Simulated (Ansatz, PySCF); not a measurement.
Interaction energy of H2 ··· BCl3 (SMILES [H][H] and ClB(Cl)Cl). Monomers: optimised at B3LYP-D3(BJ) (def2-TZVP), held rigid. Orientation: lowest of the rigid-body minima from ten starts at GFN2-xTB. Only R, the distance of the centres of mass, is varied, so the lowest point isn't the relaxed dimer.

Computed with: RKS-B3LYP/6-311+G** = restricted B3LYP/6-311+G**, spherical d, no counterpoise correction (PySCF); RHF/3-21G = restricted Hartree-Fock/3-21G, no counterpoise correction run with PySCF; CCSD(T)/aug-cc-pVTZ = CCSD(T) on RHF/aug-cc-pVTZ, frozen core, counterpoise-corrected run with Ansatz (a first-principles code).

Interaction energies in kcal/mol:

| R / Å | RKS-B3LYP/6-311+G** | RHF/3-21G |
|---|---|---|
| 2.57 | 4.33 | 3.49 |
| 2.90 | 1.75 | 1.09 |
| 2.96 | 1.49 | 0.88 |
| 3.23 | 0.77 | 0.38 |
| 3.40 | 0.54 | 0.25 |
| 3.55 | 0.41 | 0.19 |
| 3.85 | 0.27 | 0.12 |
| 4.30 | 0.17 | 0.07 |
| 4.68 | 0.10 | 0.05 |
| 5.45 | 0.02 | 0.03 |
| 6.41 | 0.00 | 0.02 |
| 7.68 | 0.00 | 0.01 |

Problem. Predict the corresponding CCSD(T)/aug-cc-pVTZ column.

Solution. 2.57: 3.06; 2.90: 0.68; 2.96: 0.46; 3.23: -0.07; 3.40: -0.19; 3.55: -0.23; 3.85: -0.21; 4.30: -0.14; 4.68: -0.09; 5.45: -0.04; 6.41: -0.01; 7.68: 0.00 (kcal/mol).
